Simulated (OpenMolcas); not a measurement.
# Potential curves of BeMg: spin-free states

Calculated with OpenMolcas 26.06: state-averaged CASSCF(4,8) over Mg 3s 3p, Be 2s 2p, XMS-CASPT2 (IPEA 0.25, imaginary shift 0.2 hartree), scalar X2C, ANO-RCC-VTZP, then RASSI spin–orbit state interaction with atomic mean-field integrals. C2 symmetry about the axis (a holds Σ, Δ, Γ; b holds Π, Φ, H; Σ⁺ and Σ⁻ are not told apart); roots by multiplicity and irrep: 1a 2, 3a 2, 3b 6, 1b 4.

XMS-CASPT2 energies in eV from the lowest point. Curves are followed by energy order within each symmetry, so they are adiabatic and may change character at avoided crossings; Σ⁺ and Σ⁻ are counted together.

| R (Å) | (1)1Σ | (1)3Σ | (1)3Π | (1)1Π | (2)3Π |
| --- | --- | --- | --- | --- | --- |
| 2.629 | 0.244 | 1.601 | 1.634 | 2.346 | 3.098 |
| 2.782 | 0.154 | 1.665 | 1.754 | 2.518 | 2.981 |
| 2.919 | 0.103 | 1.757 | 1.875 | 2.696 | 2.908 |
| 3.057 | 0.070 | 1.866 | 2.003 | 2.886 | 2.858 |
| 3.210 | 0.045 | 1.995 | 2.139 | 3.103 | 2.822 |
| 3.363 | 0.029 | 2.121 | 2.263 | 3.317 | 2.797 |
| 3.577 | 0.013 | 2.282 | 2.407 | 3.607 | 2.777 |
| 3.852 | 0.002 | 2.445 | 2.542 | 3.948 | 2.763 |
| 4.280 | 0.000 | 2.606 | 2.658 | 4.356 | 2.757 |
| 4.891 | 0.012 | 2.699 | 2.711 | 4.638 | 2.764 |
| 5.808 | 0.024 | 2.726 | 2.730 | 4.724 | 2.772 |
| 7.031 | 0.029 | 2.732 | 2.732 | 4.742 | 2.775 |

The 5 lowest clean curves are shown; the next is (2)3Σ, from 2.77 eV. Only roots inside an energy window near the equilibrium distance were included, so the list of states is not complete; labels number the states computed. Each spin and symmetry block has orbitals of its own, averaged over its own roots, so gaps between blocks are less sure than gaps within one and near the minimum can be off by tenths of an eV, in bad cases by more. No Rydberg orbitals are active, so Rydberg states, and σ→σ* states whose orbital the CASSCF left unused, can be missing between those listed. At stretched bonds a block can hold a wrong CASSCF solution and miss its lowest state; points past a visible jump are left out. Points that failed a check (symmetry, reference weights, a jump) are left out.
